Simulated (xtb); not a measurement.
ZnHBr, SMILES [Br][ZnH]. All values are semi-empirical tight-binding results from xtb (GFN2-xTB unless named), good for trends rather than for accurate numbers. Geometry optimised at GFN2-xTB.

For metal compounds this method's bond lengths and energies can be far off.

```json
{
  "point_group_as_xtb_finds_it": "C∞v",
  "orbital_gap": "7.24 eV",
  "zero_point_energy": "3.5 kcal/mol",
  "G − E(el) at 298.15 K (modified RRHO)": "-12.6 kcal/mol"
}
```
